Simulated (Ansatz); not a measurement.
`C[Si](F)(S)Cl` + H₂Se → `C[Si](F)(Cl)[SeH]` + H₂S at 600 K and 1 bar (ligand exchange at the Si–S bond).

Computed with Ansatz on PBE0-D4/def2-TZVP structures; ΔE is electronic, products minus reactants. CBS: MP2 limit from def2 TZ/QZ plus the TZ coupled-cluster correction, frozen cores. This one scheme is used for every species. For Se outer-core shells are correlated without core-valence functions, which leaves a few kJ/mol of doubt a bond. Scalar relativity is left out up to krypton. One conformer a species, not always the lowest.

| species | CCSD(T)/CBS energy (Eh) | H − E (kJ/mol) | S (J/(mol·K)) |
| --- | --- | --- | --- |
| `C[Si](F)(S)Cl` | -1287.05862 | 198.1 | 451.5 |
| H₂Se | -2401.89790 | 57.0 | 244.8 |
| `C[Si](F)(Cl)[SeH]` | -3289.98488 | 195.9 | 466.5 |
| H₂S | -398.97279 | 60.8 | 230.9 |

H − E and S are ideal-gas, rigid-rotor, harmonic terms from PBE0-D4/def2-TZVP, for one conformer and one mirror image of each species. 1 Eh = 2625.50 kJ/mol, R = 8.31446 J/(mol·K).

Question: By hand: ΔE, ΔH, ΔS and ΔG.

Answer: ΔE = (-3289.98488) + (-398.97279) − (-1287.05862) − (-2401.89790) = -0.00115 Eh = -3.0 kJ/mol. Δ(H − E) = 195.9 + 60.8 − 198.1 − 57.0 = 1.6, so ΔH = -1.4 kJ/mol. ΔS = 466.5 + 230.9 − 451.5 − 244.8 = 1.1 J/(mol·K). ΔG = -1.4 − 600 × (1.1)/1000 = -2.1 kJ/mol.

Question: By hand: the equilibrium constant, and the temperature at which ΔG would vanish if ΔH and ΔS stayed fixed.

Answer: log₁₀ K = −ΔG/(RT ln 10) = 0.2. ΔH and −TΔS have one sign here, so there is no such temperature. One of them is within its doubt of zero, so this could turn.

TΔS isn't small against ΔH here. The sign of ΔG lies within the doubt. A doubt of 5 kJ/mol in ΔE shifts log₁₀ K by 0.4 here. Other conformers and mirror images would add mixing entropy, several J/(mol·K) or more a flexible species. These are equilibria of isolated gas molecules and say nothing of rates. Largest T1 diagnostic: 0.011 (customary marks: 0.02 for closed shells, 0.045 for open ones).
